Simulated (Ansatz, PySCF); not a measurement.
Noncovalent pair: PH3 (SMILES P) (first 4 atoms) with H2 (SMILES [H][H]); geometry from B3LYP-D3(BJ)/def2-TZVP.
(charge 0, multiplicity 1):
```xyz
6

P     -0.1717     0.1568    -0.1407
H     -1.4919    -0.1172     0.2992
H     -0.4900    -0.0507    -1.5078
H      0.2610    -1.1800     0.0525
H      0.0829    -0.2680     3.5127
H      0.3082     0.2220     2.9995
```

Interaction energies are E(AB) − E(A) − E(B) at the monomers' geometry in the complex; basis-set methods are counterpoise corrected.

Cores are frozen in the correlated methods.

The values were computed with Ansatz (Gaussian basis) for Hartree–Fock, density functionals and correlated methods; PySCF for the dispersion terms. Values without a source in brackets are computed.

```tsv
level	interaction energy (kcal/mol)
BLYP/def2-TZVPPD	0.36
revPBE/def2-TZVPPD	0.23
revPBE-D3(BJ)/def2-TZVPPD	-0.46
r2SCAN/def2-TZVPPD	-0.09
PBE0-D3(BJ)/def2-TZVPPD	[?]
CAM-B3LYP-D3(BJ)/def2-TZVPPD	-0.38
CAM-B3LYP-D4/def2-TZVPPD	-0.38
MP2/aug-cc-pV(T+d)Z	-0.30
CCSD(T)/aug-cc-pV(Q+d)Z	-0.34
```

Problem. Fill in the missing entries.

Solution. 
- PBE0-D3(BJ)/def2-TZVPPD, interaction energy (kcal/mol): -0.53

Ansatz is a first-principles code.
